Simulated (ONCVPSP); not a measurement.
**An all-electron radial function and its pseudo partner (silicon)**

Columns: radius, all-electron u(r) and pseudo u(r) of the 3s shell (level -10.77 eV) of silicon in the configuration [Ne] 3s2 3p2; PBE, non-relativistic, ONCV scheme, ONCVPSP 4.0.1.

```json
{"r (bohr)": "0.103", "all-electron": "0.1171", "pseudo": "0.0312"}
{"r (bohr)": "0.205", "all-electron": "-0.1400", "pseudo": "0.0624"}
{"r (bohr)": "0.308", "all-electron": "-0.3058", "pseudo": "0.0954"}
{"r (bohr)": "0.410", "all-electron": "-0.3344", "pseudo": "0.1315"}
{"r (bohr)": "0.513", "all-electron": "-0.2666", "pseudo": "0.1734"}
{"r (bohr)": "0.615", "all-electron": "-0.1472", "pseudo": "0.2210"}
{"r (bohr)": "0.718", "all-electron": "-0.0053", "pseudo": "0.2741"}
{"r (bohr)": "0.820", "all-electron": "0.1364", "pseudo": "0.3297"}
{"r (bohr)": "0.923", "all-electron": "0.2694", "pseudo": "0.3867"}
{"r (bohr)": "1.025", "all-electron": "0.3853", "pseudo": "0.4429"}
{"r (bohr)": "1.128", "all-electron": "0.4839", "pseudo": "0.4995"}
{"r (bohr)": "1.230", "all-electron": "0.5634", "pseudo": "0.5552"}
{"r (bohr)": "1.332", "all-electron": "0.6260", "pseudo": "0.6089"}
{"r (bohr)": "1.435", "all-electron": "0.6736", "pseudo": "0.6576"}
{"r (bohr)": "1.538", "all-electron": "0.7068", "pseudo": "0.6966"}
{"r (bohr)": "1.640", "all-electron": "0.7271", "pseudo": "0.7226"}
{"r (bohr)": "1.743", "all-electron": "0.7365", "pseudo": "0.7353"}
{"r (bohr)": "1.845", "all-electron": "0.7365", "pseudo": "0.7364"}
{"r (bohr)": "1.948", "all-electron": "0.7288", "pseudo": "0.7288"}
{"r (bohr)": "2.050", "all-electron": "0.7148", "pseudo": "0.7148"}
{"r (bohr)": "2.153", "all-electron": "0.6958", "pseudo": "0.6958"}
{"r (bohr)": "2.255", "all-electron": "0.6731", "pseudo": "0.6731"}
{"r (bohr)": "2.358", "all-electron": "0.6473", "pseudo": "0.6473"}
{"r (bohr)": "2.460", "all-electron": "0.6197", "pseudo": "0.6197"}
{"r (bohr)": "2.562", "all-electron": "0.5908", "pseudo": "0.5908"}
{"r (bohr)": "2.665", "all-electron": "0.5610", "pseudo": "0.5610"}
```

(1) How many radial nodes do the two functions have?

(2) At about which radius was the pseudo-wave matched?

(3) Is the pseudo-wave norm-conserving?

Results:

(1) The all-electron 3s function has n − l − 1 = 2; the pseudo-wave has 0, since the states of the same l below it are removed with the core.

(2) 1.95 bohr. The columns agree to 0.0005 from 1.84 bohr on; several derivatives are matched, so the curves merge somewhat inside the radius.

(3) Yes: the ONCV scheme keeps the norm inside the radius equal to the all-electron one, which fixes the energy derivative of the logarithmic derivative at the level.
